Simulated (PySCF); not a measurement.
## Two probes of the same atoms: core binding energy and nuclear shielding

Species: C6H11B.
SMILES with atom numbers: `[CH2:1]=[CH:2][CH2:3][BH:4][CH:5]1[CH2:6][CH2:7]1`

Binding energies: delta-SCF UKS SCAN, pcX-2 on the ionised atom, pcseg-1 elsewhere, spin-free X2C in PySCF 2.14.0. Shieldings: GIAO PBE0/pcSseg-1, non-relativistic, same geometry.

| atom | isotropic shielding (ppm) |
| --- | --- |
| C1 | 63.9 |
| C2 | 36.9 |
| C3 | 144.8 |
| C5 | 171.6 |
| C6 | 173.0 |

Question: What are the C 1s binding energies of these atoms?

Answer: 
```json
{"atom": "C1", "environment": "terminal =CH2 carbon", "C 1s (eV)": "289.78", "isotropic shielding (ppm)": "63.9"}
{"atom": "C5", "environment": "sp3 carbon bound to boron", "C 1s (eV)": "290.03", "isotropic shielding (ppm)": "171.6"}
{"atom": "C3", "environment": "sp3 carbon bound to boron", "C 1s (eV)": "290.06", "isotropic shielding (ppm)": "144.8"}
{"atom": "C2", "environment": "alkene CH carbon", "C 1s (eV)": "290.32", "isotropic shielding (ppm)": "36.9"}
{"atom": "C6", "environment": "three-membered-ring carbon", "C 1s (eV)": "290.72", "isotropic shielding (ppm)": "173.0"}
```

Question: Among the listed atoms, is the one with the highest binding energy also the least shielded?

Answer: No. The highest binding energy is at C6 (290.72 eV, shielding 173.0 ppm), the lowest shielding at C2 (36.9 ppm, 290.32 eV).

By binding energy: C1 < C5 ≈ C3 < C2 < C6. By shielding: C2 < C1 < C3 < C5 < C6.

Of atoms equivalent by bonding only the ionised one is listed; its partners' own values can differ in this conformer. Isolated species at its PBE0-D3(BJ)/def2-SVP geometry (one conformer only).

Shape of the structure used: `[CH2:1]=[CH:2][CH2:3][BH:4][CH:5]1[CH2:6][CH2:7]1`: C1–C2–C3–B4 -110°, C2–C3–B4–C5 2°, C3–B4–C5–C6 147°.
